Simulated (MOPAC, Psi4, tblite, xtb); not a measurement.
Dimer H6B3N3 ··· H3O+ (SMILES B1NBNBN1 and [OH3+]) (charge +1) at R = 2.86 Å between the centres of mass, closest contact 1.60 Å (lowest of the rigid-body minima from ten starts at GFN2-xTB). Geometry in Å and degrees:

```
N
H 1 1.0068
B 1 1.4276 2 118.54
N 3 1.4276 1 117.06 2 -180.00
H 4 1.0068 3 118.53 1 -180.00
B 4 1.4276 5 118.52 3 -179.99
N 6 1.4276 4 117.05 5 179.99
H 7 1.0068 6 118.53 4 180.00
B 7 1.4276 8 118.53 6 180.00
H 3 1.1924 4 121.47 5 0.00
H 9 1.1925 7 121.47 8 0.00
H 6 1.1925 7 121.47 8 0.00
H 1 1.6040 2 94.34 9 90.20
O 13 0.9811 2 144.73 1 -178.82
H 14 0.9811 13 113.40 2 117.72
H 14 0.9811 15 113.40 13 -131.22
```

Levels: GFN2-xTB (tblite); SAPT0/jun-cc-pVDZ, frozen core (Psi4); B3LYP/def2-TZVP, counterpoise-corrected (Psi4); B3LYP-D3(BJ)/def2-TZVP, counterpoise-corrected (Psi4); PBE/def2-TZVP, counterpoise-corrected (Psi4); PBE-D3(BJ)/def2-TZVP, counterpoise-corrected (Psi4); HF/aug-cc-pVDZ, counterpoise-corrected (Psi4); MP2/aug-cc-pVDZ = DF-MP2/aug-cc-pVDZ, frozen core, counterpoise-corrected (Psi4); SCS-MP2/aug-cc-pVDZ = DF-SCS-MP2/aug-cc-pVDZ, frozen core, counterpoise-corrected (Psi4); PM3, restricted, heats of formation (MOPAC); AM1, restricted, heats of formation (MOPAC); GFN1-xTB (xtb).

What interaction energy does each level give?


```json
[
 {"method": "GFN1-xTB", "E_int / kcal/mol": "-25.02"},
 {"method": "GFN2-xTB", "E_int / kcal/mol": "-22.35"},
 {"method": "PBE-D3(BJ)/def2-TZVP", "E_int / kcal/mol": "-21.88"},
 {"method": "B3LYP-D3(BJ)/def2-TZVP", "E_int / kcal/mol": "-20.76"},
 {"method": "PBE/def2-TZVP", "E_int / kcal/mol": "-19.62"},
 {"method": "SAPT0/jun-cc-pVDZ", "E_int / kcal/mol": "-17.81"},
 {"method": "MP2/aug-cc-pVDZ", "E_int / kcal/mol": "-17.48"},
 {"method": "B3LYP/def2-TZVP", "E_int / kcal/mol": "-17.18"},
 {"method": "SCS-MP2/aug-cc-pVDZ", "E_int / kcal/mol": "-15.81"},
 {"method": "HF/aug-cc-pVDZ", "E_int / kcal/mol": "-12.38"},
 {"method": "AM1", "E_int / kcal/mol": "-7.91"},
 {"method": "PM3", "E_int / kcal/mol": "-6.24"}
]
```
